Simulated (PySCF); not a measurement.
BrH2NSe.

```xyz
5

Se     0.4464    -0.9476     0.0000
Br    -0.1179     1.3900     0.0000
N     -1.1032    -1.8388     0.0000
H     -1.6637    -1.7791     0.8484
H     -1.6637    -1.7791    -0.8484
```
Charge 0, spin multiplicity 1.

Geometry optimised at r2SCAN-D4/def2-SVP. One conformer was computed; it need not be the lowest.

These are HF/pcSseg-2 run with PySCF values and carry that method's errors. Non-relativistic, no solvent.

Computed absolute GIAO shielding of each atom: isotropic value and principal components (ppm):
```
atom  σ(iso)     σ11     σ22     σ33    span
----  ------  ------  ------  ------  ------
Se1    616.6  -170.7   729.7  1290.8  1461.5
Br2   2368.2  1261.5  2736.3  3106.9  1845.3
N3     207.2   156.9   210.8   253.9    97.0
H4      28.0    20.0    25.7    38.4    18.3
H5      28.0    20.0    25.7    38.4    18.3
```
